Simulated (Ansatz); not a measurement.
```yaml
crystal:
  periodic: [false, false, false]
  atoms:
    - {symbol: C, position_ang: [-0.844232, 1.273134, 0.037294]}
    - {symbol: C, position_ang: [-0.026214, 0.046724, -0.544514]}
    - {symbol: C, position_ang: [1.229151, -0.532268, 0.376482]}
    - {symbol: Al, position_ang: [-0.136085, -1.913151, -0.109641]}
    - {symbol: H, position_ang: [-1.772565, 1.500180, -0.598727]}
    - {symbol: H, position_ang: [-1.210390, 1.073221, 1.108163]}
    - {symbol: H, position_ang: [-0.201927, 2.229383, 0.075520]}
    - {symbol: H, position_ang: [0.327973, 0.250639, -1.617475]}
    - {symbol: H, position_ang: [1.207538, -0.136681, 1.452667]}
    - {symbol: H, position_ang: [2.278066, -0.414506, -0.061888]}
    - {symbol: H, position_ang: [-0.782749, -3.436632, -0.096040]}
basis:
  gaussian: {orbitals: STO-3G}
hamiltonian: {xc: {name: CAM-B3LYP}, dispersion: d3bj}
```

```sh
$ ansatz run in.yaml --threads 2 --pin off --events-out ev --progress --plain --max-ram 4352MiB
```

Output, abridged:

```
Functional definition: CAM-B3LYP
  name "CAM-B3LYP"
  cite "Yanai, Tew & Handy, Chem. Phys. Lett. 393, 51 (2004) doi:10.1016/j.cplett.2004.06.011"
  cite "Iikura, Tsuneda, Yanai & Hirao, J. Chem. Phys. 115, 3540 (2001) doi:10.1063/1.1383587"
  cite "Becke, Phys. Rev. A 38, 3098 (1988) doi:10.1103/PhysRevA.38.3098"
  cite "Lee, Yang & Parr, Phys. Rev. B 37, 785 (1988) doi:10.1103/PhysRevB.37.785"
  cite "Vosko, Wilk & Nusair, Can. J. Phys. 58, 1200 (1980) doi:10.1139/p80-159"
  parameter alpha = 0.19
  parameter beta = 0.46
  parameter omega = 0.33/bohr
  parameter ac = 0.81
  # Exact exchange under (alpha + beta erf(omega r))/r, Becke's under what is left of 1/r.
  exchange = (1 - alpha - beta)*b88_x + beta*b88_x_sr(omega) + alpha*exact_x + beta*exact_x_lr(omega)
  correlation = (1 - ac)*vwn5_c + ac*lyp_c
400 factors; integrals over basis functions are off by at most 5.9e-5 eV
174 factors; integrals over basis functions are off by at most 2.8e-6 eV
mean field evaluation 1: about -9696.7678 eV, gradient 2.2e1 eV
mean field evaluation 2: about -9697.4745 eV, gradient 1.9e1 eV
mean field evaluation 4: about -9698.6136 eV, gradient 4.4e-1 eV
mean field evaluation 8: about -9698.5157 eV, gradient 1.1e-2 eV
mean field -9698.51570433 eV, -356.4138782440 hartree, gradient 1.8e-5 eV, S^2 0.000000; 0 other end points of the search recorded, 0 dependent functions left out
reference -9698.51580070 eV, -356.4138817858 hartree; 19, 19 occupied and 12, 12 virtual orbitals, 400 factors
Total energy: -9698.67155226 eV, -356.4196055497 hartree
```

It took 0.65 s on 2 threads of an Arm Neoverse V1 on a shared host, with 0.09 GiB of host memory at the peak.
